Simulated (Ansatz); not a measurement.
Abridged output of a molecular run in Ansatz:

```
Functional definition: HF
1714 factors; integrals over basis functions are off by at most 1.1e-3 eV
mean field evaluation 1: about -28726.0119 eV, gradient 3.0e1 eV
mean field evaluation 2: about -28726.4198 eV, gradient 3.0e1 eV
mean field evaluation 4: about -28729.5472 eV, gradient 5.0e0 eV
mean field evaluation 8: about -28729.6377 eV, gradient 2.9e-1 eV
mean field -28729.63810150 eV, -1055.7947265819 hartree, gradient 8.1e-6 eV, S^2 0.000000; 0 other end points of the search recorded, 0 dependent functions left out
17 core orbitals not correlated: weight in the atoms' cores, before any rotation towards them, 1.000 or more for the frozen orbitals, at most 0.000 for the correlated occupied ones
reference -28729.63810150 eV, -1055.7947265819 hartree; 15, 15 occupied and 268, 268 virtual orbitals, 1714 factors
second order -20.96723640 eV of doubles, -0.00000000 eV of singles
cycle   1  -22.00766692 eV  change    -1.0e0 eV  update   1.1e-1
cycle   2  -22.66318771 eV  change   -6.6e-1 eV  update   3.3e-2
cycle   3  -22.76436233 eV  change   -1.0e-1 eV  update   1.5e-2
cycle   4  -22.75651432 eV  change    7.8e-3 eV  update   4.0e-3
cycle   5  -22.75563615 eV  change    8.8e-4 eV  update   1.8e-3
cycle   6  -22.75536120 eV  change    2.7e-4 eV  update   5.9e-4
cycle   7  -22.75519971 eV  change    1.6e-4 eV  update   2.2e-4
cycle   8  -22.75525893 eV  change   -5.9e-5 eV  update   7.7e-5
cycle   9  -22.75527641 eV  change   -1.7e-5 eV  update   2.9e-5
perturbative correction -1.04206935 eV, -0.0382953423 hartree
Total energy: -28753.43544726 eV, -1056.6692629082 hartree
```

Its atoms:

```xyz
13

C    -0.254    1.858    1.291
S    -0.291    0.075    1.511
C     0.642   -0.495    0.107
Si   -0.243   -0.246   -1.568
Si    0.003   -2.194   -0.486
H     0.767    2.239    1.348
H    -0.842    2.292    2.101
H    -0.702    2.142    0.336
H     1.719   -0.349    0.181
H    -1.463    0.590   -1.518
H     0.622    0.050   -2.737
H     1.064   -3.129   -0.934
H    -1.023   -2.833    0.366
```

Problem. Which basis set was used?
A. cc-pV(Q+d)Z
B. cc-pV(D+d)Z
C. def2-TZVPP
D. def2-QZVPP

Solution. C. It gives 300 functions.

Problem. Write the keys of the input that set method, charge and spin (a neutral closed shell needs none for the last two).

Solution. 
```yaml
correlation: {method: ccsd_t}
```
